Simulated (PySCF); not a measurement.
MgF, optimised at PBE/def2-SVP:

```xyz
2

Mg     0.0037    -0.6578     0.6030
F     -0.0037     0.6578    -0.6030
```

Energies from PySCF (xtb for GFN2), thermal terms from the rigid-rotor harmonic-oscillator model, ideal gas at 1 bar. 6-31G* has spherical d functions here. Open shells (unrestricted): MgF (multiplicity 2). GFN2 has no spin-polarisation term. B3LYP is the form with VWN-RPA correlation.

Task: List the harmonic frequencies (cm⁻¹, unscaled) at this level and at the other levels, each on its own geometry.

Result: 
- PBE/def2-SVP: 696
- B3LYP/6-31G*: 735
- GFN2-xTB: 571
- HF/6-31G*: 773
- PBE0/def2-TZVP: 698
